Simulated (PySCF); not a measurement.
Some computed properties have been withheld. Give your best values.

C6H15O (charge +1).
Structure used (GFN2-xTB), in Å, numbered top down from 1:
```
atom  x, y, z in Å
C1     3.027    0.600    0.007
C2     1.611    0.215    0.417
C3     0.941   -0.639   -0.662
C4    -0.475   -1.054   -0.288
O5    -1.323    0.111    0.013
C6    -2.539   -0.276    0.685
C7    -1.611    0.902   -1.159
H8     3.498    1.190    0.788
H9     3.633   -0.286   -0.162
H10    3.018    1.189   -0.907
H11    1.646   -0.348    1.352
H12    1.031    1.123    0.595
H13    1.511   -1.560   -0.793
H14    0.963   -0.118   -1.620
H15   -0.946   -1.645   -1.080
H16   -0.445   -1.640    0.633
H17   -2.274   -0.792    1.607
H18   -3.155   -0.925    0.060
H19   -3.092    0.629    0.937
H20   -2.161    0.325   -1.905
H21   -0.670    1.252   -1.578
H22   -2.199    1.766   -0.852
```

```tsv
property	level	value
point group of the GFN2-xTB geometry	GFN2-xTB	C1
rotational constants A, B, C of the GFN2-xTB geometry	GFN2-xTB	5.115, 1.232, 1.185 GHz
HOMO energy	PBE0/pcSseg-1	?
LUMO energy	PBE0/pcSseg-1	?
13C chemical shifts (computed TMS as zero) by class	GIAO PBE0/pcSseg-1	97.7 (C4), 74.2 (C6/C7), 33.8 (C3), 22.8 (C2), 15.5 (C1) ppm
1H chemical shifts (computed TMS as zero) by class	GIAO PBE0/pcSseg-1	?
isotropic shieldings of nuclei other than C and H, by class	GIAO PBE0/pcSseg-1	?
```

Gas-phase values; electronic properties from PySCF, density fitting. Isolated species at its GFN2-xTB geometry (one conformer only). NMR classes are plain means over equivalent atoms (diastereotopic ones count apart unless rotation or inversion swaps them), as if these changed places fast; in this geometry the members of some classes differ.

**Question.** Give the 1H chemical shifts (computed TMS as zero) by class.

**Answer.** 4.57 (H15/H16), 4.36 (H17/H18/H19/H20/H21/H22), 2.00 (H13/H14), 1.48 (H11/H12), 1.39 (H8/H9/H10) ppm.

**Question.** The isotropic shieldings of nuclei other than C and H, by class?

**Answer.** 302 (O5) ppm.

**Question.** Give the LUMO energy.

**Answer.** -3.95 eV.

**Question.** Give the HOMO energy.

**Answer.** -13.06 eV.

With B = h/(8π²I), that is 505.379 GHz u Å² over I, the principal moments of inertia are 98.8, 410.1 and 426.6 u Å² (most abundant isotopes); the inertial defect Ic − Ia − Ib is -82.3 u Å² (zero for a rigid planar frame, negative otherwise). The rotational constants make it an asymmetric top with κ = (2B − A − C)/(A − C) = -0.98, nearer the prolate limit (−1).
